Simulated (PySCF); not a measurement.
Geometries of 4 isomers of C6H8O2, from PBE0-D3(BJ)/def2-SVP geometry optimisation, gas phase (PySCF). One conformer each, no zero-point energy, no frequencies.

Task: Which isomer lies lowest at this level?
A.
```xyz
16
angstrom
C      3.784    0.510    0.456
C      2.731    0.013   -0.185
O      1.464    0.264    0.260
C      0.422   -0.261   -0.436
O      0.559   -0.921   -1.433
C     -0.853    0.098    0.207
C     -2.013   -0.325   -0.312
C     -3.363   -0.039    0.237
H      4.789    0.298    0.089
H      3.666    1.128    1.349
H      2.779   -0.611   -1.081
H     -0.803    0.711    1.111
H     -1.951   -0.936   -1.221
H     -3.321    0.586    1.140
H     -3.988    0.471   -0.515
H     -3.887   -0.978    0.484
```
B.
```xyz
16
angstrom
O     -0.484    2.630   -0.364
C     -0.275    1.452   -0.222
C      1.057    0.918    0.270
C      1.346   -0.499   -0.214
C      0.248   -1.482    0.145
O      0.460   -2.658    0.301
C     -1.136   -0.877    0.295
C     -1.322    0.396   -0.523
H      1.842    1.633   -0.013
H      1.012    0.936    1.375
H      1.427   -0.510   -1.317
H      2.300   -0.892    0.165
H     -1.878   -1.651    0.053
H     -1.264   -0.656    1.370
H     -2.315    0.847   -0.389
H     -1.233    0.167   -1.601
```
C.
```xyz
16
angstrom
C     -2.090   -1.191    0.527
O     -1.810    0.169    0.674
C     -1.077    0.717   -0.386
C      0.315    0.176   -0.485
C      1.285    0.119    0.572
C      2.395   -0.456    0.033
O      2.188   -0.756   -1.266
C      0.930   -0.379   -1.570
H     -2.698   -1.499    1.388
H     -2.664   -1.394   -0.400
H     -1.173   -1.808    0.501
H     -1.600    0.568   -1.352
H     -1.046    1.801   -0.195
H      1.152    0.458    1.597
H      3.373   -0.709    0.433
H      0.605   -0.560   -2.592
```
D.
```xyz
16
angstrom
C      3.133    0.128    0.863
C      2.160   -0.221    0.022
C      0.860    0.502   -0.108
C     -0.333   -0.417   -0.087
O     -0.311   -1.605   -0.244
O     -1.468    0.296    0.106
C     -2.666   -0.368    0.110
C     -3.805    0.296    0.275
H      4.071   -0.432    0.908
H      3.031    0.985    1.537
H      2.286   -1.093   -0.628
H      0.731    1.276    0.664
H      0.807    1.036   -1.076
H     -2.582   -1.449   -0.030
H     -4.750   -0.248    0.276
H     -3.817    1.379    0.409
```

Result: B. That is 1,4-cyclohexanedione, `O=C1CCC(=O)CC1`, 24.5 kcal/mol below the next.

| SMILES | atoms numbered as above | E (Eh) | relative (kcal/mol) | relative (kJ/mol) | dipole (D) |
| --- | --- | --- | --- | --- | --- |
| O=C1CCC(=O)CC1 | [O:1]=[C:2]1[CH2:3][CH2:4][C:5](=[O:6])[CH2:7][CH2:8]1 | -383.20020 | 0.0 | 0.0 | 0.03 |
| C=COC(=O)/C=C/C | [CH2:1]=[CH:2][O:3][C:4](=[O:5])/[CH:6]=[CH:7]/[CH3:8] | -383.16112 | 24.5 | 102.6 | 2.14 |
| C=CCC(=O)OC=C | [CH2:1]=[CH:2][CH2:3][C:4](=[O:5])[O:6][CH:7]=[CH2:8] | -383.15060 | 31.1 | 130.2 | 1.57 |
| COCc1ccoc1 | [CH3:1][O:2][CH2:3][c:4]1[cH:5][cH:6][o:7][cH:8]1 | -383.14961 | 31.7 | 132.8 | 0.71 |

As drawn, the lowest has a C=O bond, which the highest lacks; the highest has an aromatic ring, which the lowest lacks.
